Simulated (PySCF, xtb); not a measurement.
C₃H, SMILES [CH-][C][C] (connectivity only; charge and spin as stated), charge -1, multiplicity 1.

Harmonic wavenumbers (cm⁻¹) from xtb with GFN2-xTB at its own minimum, in rising order: 176, 365, 1003, 1162, 1807, 2368.

### Question
What does PBE0-D3(BJ)/def2-TZVPD (PySCF) give at its own minimum? (An estimate is asked for; the answer gives what the named calculation found.)

### Answer
292, 430, 1029, 1155, 1876, 2885. Paired by order, the mean absolute difference is 133 cm⁻¹ and the zero-point energies are 9.8 and 11.0 kcal/mol.
